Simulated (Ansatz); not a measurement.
All values below come from Ansatz (a first-principles code) with frozen-core CCSD(T)/cc-pVTZ // r2SCAN-D4/def2-TZVP. The restricted HF reference is unstable towards unrestricted orbitals.

Ansatz 0.2 input:
```yaml
crystal:
  periodic: [false, false, false]
  atoms:
    - { symbol: F, position_ang: [2.025962, 1.090836, 0.017552] }
    - { symbol: Si, position_ang: [1.052964, -0.128646, -0.368906] }
    - { symbol: Si, position_ang: [-1.052984, 0.128635, 0.36901] }
    - { symbol: F, position_ang: [-2.02595, -1.090843, -0.017652] }
    - { symbol: H, position_ang: [1.756676, -1.374033, 0.054438] }
    - { symbol: H, position_ang: [-1.756673, 1.374026, -0.054493] }
basis:
  gaussian: { orbitals: cc-pVTZ }
correlation:
  method: ccsd_t
```

Output:

```
Functional definition: HF
941 factors; integrals over basis functions are off by at most 9.1e-4 eV
mean field evaluation 1: about -21168.8399 eV, gradient 3.6e1 eV
mean field evaluation 2: about -21169.0537 eV, gradient 3.6e1 eV
mean field evaluation 4: about -21171.6203 eV, gradient 2.4e0 eV
mean field evaluation 8: about -21171.6707 eV, gradient 2.2e-1 eV
mean field evaluation 16: about -21171.6716 eV, gradient 1.6e-6 eV
mean field -21171.67161696 eV, -778.0445812488 hartree, gradient 1.6e-6 eV, S^2 0.000000; 0 other end points of the search recorded, 0 dependent functions left out; unrestricted orbitals would lower it
12 core orbitals not correlated
reference -21171.67161696 eV, -778.0445812488 hartree; 12, 12 occupied and 132, 132 virtual orbitals, 941 factors
second order -19.86860086 eV of doubles, -0.00000000 eV of singles
cycle   1  -19.97694864 eV  change   -1.1e-1 eV  update   1.2e-1
cycle   2  -20.49680202 eV  change   -5.2e-1 eV  update   4.3e-2
cycle   3  -20.65313558 eV  change   -1.6e-1 eV  update   2.5e-2
cycle   4  -20.62886861 eV  change    2.4e-2 eV  update   8.3e-3
cycle   5  -20.62322329 eV  change    5.6e-3 eV  update   4.0e-3
cycle   6  -20.62720333 eV  change   -4.0e-3 eV  update   1.6e-3
cycle   7  -20.62660779 eV  change    6.0e-4 eV  update   7.2e-4
cycle   8  -20.62618741 eV  change    4.2e-4 eV  update   2.9e-4
cycle   9  -20.62645822 eV  change   -2.7e-4 eV  update   1.4e-4
cycle  10  -20.62647914 eV  change   -2.1e-5 eV  update   5.6e-5
cycle  11  -20.62641371 eV  change    6.5e-5 eV  update   2.6e-5
cycle  12  -20.62644713 eV  change   -3.3e-5 eV  update   1.3e-5
cycle  13  -20.62644066 eV  change    6.5e-6 eV  update   5.3e-6
perturbative correction -0.75645354 eV, -0.0277991550 hartree
Total energy: -21193.05451117 eV, -778.8303881171 hartree
```

Cost: around 40 core-seconds (rough).
